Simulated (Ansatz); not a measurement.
Relaxation of F₃H₄NTi (9 atoms, charge 0, multiplicity 1), to a largest force component of 0.03 eV/Å in at most 50 steps.

Method: RKS PBE0-D4/def2-SVP (Ansatz 0.2.0).

```xyz
9
Properties=species:S:1:pos:R:3
Ti 0.166 -0.023 0.119
N 0.103 0.024 2.099
H -0.534 -0.513 2.680
H 0.907 0.346 2.633
F 1.837 0.013 -0.318
F -0.588 1.391 -0.554
F -0.619 -1.434 -0.511
H -2.565 -0.063 1.094
H -2.073 0.269 1.501
```

**Question.** Where does it end, and by what steps?

**Answer.** The run converged. The force dipped under the threshold on the way, but the program's further checks kept it going. After 21 steps the energy has fallen by 0.321 eV; H9 moved furthest, 0.77 Å.

| step | energy less start (eV) | largest force component (eV/Å) | accepted |
| --- | --- | --- | --- |
| 0 | 0.0000 | 2.368 | yes |
| 1 | -0.2465 | 0.788 | yes |
| 2 | -0.2863 | 0.300 | yes |
| 3 | -0.3019 | 0.100 | yes |
| 4 | -0.3040 | 0.293 | yes |
| 5 | -0.3100 | 0.091 | yes |
| 6 | -0.3106 | 0.071 | yes |
| 7 | -0.3109 | 0.069 | yes |
| 8 | -0.3137 | 0.156 | yes |
| 9 | -0.3160 | 0.180 | yes |
| 10 | -0.3164 | 0.151 | yes |
| 11 | -0.3152 | 0.103 | no |
| 12 | -0.3179 | 0.047 | yes |
| 13 | -0.3190 | 0.026 | yes |
| 14 | -0.3145 | 0.487 | no |
| 15 | -0.3194 | 0.014 | yes |
| 16 | -0.3197 | 0.136 | yes |
| 17 | -0.3200 | 0.037 | yes |
| 18 | -0.3202 | 0.020 | yes |
| 19 | -0.3202 | 0.131 | yes |
| 20 | -0.3205 | 0.037 | yes |
| 21 | -0.3206 | 0.009 | yes |

```xyz
9
Properties=species:S:1:pos:R:3
Ti 0.278 0.015 0.207
N 0.363 -0.010 2.045
H -0.450 -0.061 2.655
H 1.225 0.039 2.582
F 1.917 0.012 -0.360
F -0.571 1.445 -0.324
F -0.622 -1.372 -0.351
H -2.733 -0.406 1.095
H -2.774 0.348 1.193
```

Whether the end is a true minimum wasn't checked by a vibrational analysis.

Time of the run: 46 s on 2 threads of Intel(R) Xeon(R) 6975P-C (Granite Rapids), on a shared host, peak memory 0.28 GiB.
